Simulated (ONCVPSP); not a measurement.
**What one change does to a pseudopotential (C (Z = 6), ONCV)**

| Item | Value |
| --- | --- |
| Element | C |
| Generator | ONCVPSP 4.0.1 |
| Type | optimised norm-conserving Vanderbilt (ONCV) |
| Functional | PBE |
| Relativity | scalar-relativistic |
| Frozen core | [He] |
| Valence charge | 4 |
| Reference configuration | 2s2 2p1 (charge +1) |
| Partial waves | 2s: rc 1.00 bohr, ncon 4, nbas 7, qcut 5.2 1/bohr, 3 projectors, debl 2.8 Ha; 2p: rc 2.35 bohr, ncon 3, nbas 8, qcut 5.6 1/bohr, 3 projectors, debl 0.4 Ha |
| Local potential | polynomial inside 1.00 bohr (lpopt 3, dvloc0 1 Ha) |
| Core correction | none |

In the p channel the program set the typed energies aside and used -0.625, 0.250, 0.650 Ha.

All-electron outer shells of the reference configuration (PBE, scalar-relativistic, ld1.x):

| shell | level (eV) | outermost node (bohr) | outermost maximum (bohr) |
| --- | --- | --- | --- |
| 1s | -288.39 | – | 0.17 |
| 2s | -25.76 | 0.38 | 1.17 |
| 2p | -17.00 | – | 1.11 |

Change: p: qcut 3.8.

Cutoffs: the cutoffs (Ha) at which the residual kinetic energy of the hardest occupied pseudo-wave falls to 1 and 0.1 mHa per electron; they do not see the model core or the augmentation charge, which bear on the density cutoff. Errors are all-electron minus pseudo energies relative to the spin-unpolarised reference configuration.

**Question.** How do hardness, ghosts and transferability respond?

**Answer.** The potential gets neither clearly harder nor softer (41 Ha and 103 Ha → 41 Ha and 103 Ha); the bound ghosts move from s to p, s; of the 4 tests that both files solve, the error grows in 4 and shrinks in 0 by more than 15 % and 0.3 meV (median size 235.4 → 464.0 meV).

| quantity | base | changed |
| --- | --- | --- |
| cutoff, loose | 41 Ha | 41 Ha |
| cutoff, tight | 103 Ha | 103 Ha |
| loose cutoff by channel | s 41 Ha, p 11 Ha | s 41 Ha, p 8.8 Ha |
| bound ghosts | s | s, p |
| GHOST(+) flags under 300 eV | none | none |
| error for 2s2 2p2, meV [ΔE -10.86 eV] | +85 | +189 |
| error for 2s2 2p0, meV [ΔE 24.16 eV] | +283 | +531 |
| error for 2s1 2p0, meV [ΔE 72.35 eV] | +721 | +1287 |
| error for 2s1 2p3, meV [ΔE -2.38 eV] | +188 | +397 |
| s: phases at 1.01 bohr within 0.05 rad from the reference energy up to (Ha; the scan ends near 5) | to the end of the scan | to the end of the scan |
| p: phases at 2.39 bohr within 0.05 rad from the reference energy up to (Ha; the scan ends near 5) | 4.1 | 3.5 |

 A true bound ghost makes a file unfit for plane-wave use even where its test errors are small: the radial tests pick states by their node count and pass the ghost by.
